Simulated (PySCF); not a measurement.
## Core binding energy against partial charge

BH2(nPr), C3H9B.
Z-matrix (Å and degrees, PBE0-D3(BJ)/def2-SVP geometry), rows numbered from 1:
```
B 
H   1  1.2118
H   1  1.2126  2  117.91
C   1  1.5613  2  121.77  3   175.80
C   4  1.5434  1  107.59  2   -96.72
C   5  1.5220  4  112.89  1  -179.53
H   4  1.1041  1  111.35  2   145.07
H   4  1.1022  1  112.94  2    23.41
H   5  1.1042  4  109.82  1    58.46
H   5  1.1038  4  109.65  1   -57.32
H   6  1.1016  5  111.06  4    60.50
H   6  1.1010  5  111.40  4  -179.30
H   6  1.1014  5  111.17  4   -59.11
```

Binding energies: delta-SCF UKS SCAN, pcX-2 on the ionised atom, pcseg-1 elsewhere, spin-free X2C in PySCF. Charges: PBE0/pcSseg-1 ground-state density, for the ionised atom.

```
atom                    environment  C 1s (eV)  Mulliken (e)  IAO (e)  Hirshfeld (e)  ESP (e)
  C4  carbon bonded to B, C and 2 H     290.12        -0.406   -0.405         -0.144   -0.216
  C6     carbon bonded to C and 3 H     290.63        -0.267   -0.402         -0.111   -0.413
  C5   carbon bonded to 2 C and 2 H     290.83        -0.339   -0.224         -0.051   +0.212
```

How well does each charge scheme correlate with the binding energies over these sites?

Hirshfeld: r = 0.91, slope 7.1 eV per e; IAO: r = 0.73, slope 2.6 eV per e; Mulliken: r = 0.68, slope 3.6 eV per e; ESP: r = 0.46, slope 0.5 eV per e. Hirshfeld charges have the highest r, on only 3 points.

The point-charge model writes a binding energy as kq + V + constant, with V the potential of the other atoms' charges at the site. What does it give with the Mulliken charges?

V = Σ 14.40 eV Å × q/r over all other atoms: +3.46 eV at C4, +2.61 eV at C6, +1.91 eV at C5. Fitting binding energy − V to q gives k = 9.5 eV per e and leaves an rms residual of 0.76 eV, against 0.22 eV for the fit on q alone. The model has no term for differences in relaxation between sites.

The structure is a single PBE0-D3(BJ)/def2-SVP conformer in the gas phase; no vibrational or solvent corrections.
